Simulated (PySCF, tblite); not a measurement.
C₇H₁₄P (charge +1).
SMILES with atom numbers: `[CH3:1][CH2:2][C@@H:3]([CH3:4])[P+:5]1([CH3:6])[CH:7]=[CH:8]1` (hydrogens: H9, H10, H11 on C1; H12, H13 on C2; H14 on C3; H15, H16, H17 on C4; H18, H19, H20 on C6; H21 on C7; H22 on C8)

Jobs on this species (22 atoms, 70 electrons) with PySCF (density fitting) and tblite. Hardware of each: one thread, Arm Neoverse V1 (aarch64), no GPU, on a shared host. Times come from a shared host and carry two figures at best.

```csv
level and settings,work,basis functions,SCF cycles,wall time
GFN2-xTB,L-BFGS relaxation,–,–,0.74 s
GFN2-xTB,Hessian by finite differences,–,–,0.93 s
PBE0/pcSseg-1,"shieldings, ring-centre shieldings, charges and field gradients, density and orbital grids written",213,?,?
```

Question: Fill in the missing figures.

Answer: 
- PBE0/pcSseg-1; shieldings, ring-centre shieldings, charges and field gradients, density and orbital grids written: 48 s, 13 SCF cycles

Question: What do all jobs in the table cost together?

Answer: About 50 s; the longest takes about 97 % of that, and about 65 times as long as the shortest.
